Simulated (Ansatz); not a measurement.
C3H5ClOSi, SMILES `C[SiH](Cl)C#CO`, relaxed with RKS PBE0-D4/def2-TZVP in the Gaussian-basis code of Ansatz from a PBE-D4/def2-SVP geometry. The force threshold is 0.005 eV/Å; the program also tests the step.

Total charge 0; spin multiplicity 1.

Start:

```xyz
11

C    -1.178    0.215    1.581
Si    0.533   -0.065    0.867
Cl    1.762    1.538    1.438
C     0.467   -0.172   -0.947
C     0.420   -0.210   -2.179
O     0.300   -0.230   -3.477
H    -1.618    1.145    1.169
H    -1.131    0.306    2.685
H    -1.844   -0.633    1.321
H     1.176   -1.302    1.426
H     1.114   -0.593   -3.883
```

```csv
step,energy (eV),largest force (eV/Å),largest move (Å)
1,-25629.1101,1.901,0.000
2,-25629.1784,0.196,0.041
3,-25629.1818,0.074,0.016
4,-25629.1820,0.027,0.004
5,-25629.1821,0.017,0.003
6,-25629.1822,0.008,0.011
7,-25629.1822,0.002,0.002
```

End:

```xyz
11

C    -1.168    0.215    1.569
Si    0.523   -0.058    0.856
Cl    1.743    1.513    1.414
C     0.459   -0.156   -0.943
C     0.416   -0.214   -2.150
O     0.300   -0.251   -3.437
H    -1.603    1.136    1.174
H    -1.118    0.292    2.657
H    -1.824   -0.618    1.306
H     1.158   -1.282    1.397
H     1.113   -0.575   -3.844
```

It took 34 s on 4 threads of an Arm Neoverse V1 on a shared host, with 0.67 GiB of host memory at the peak.
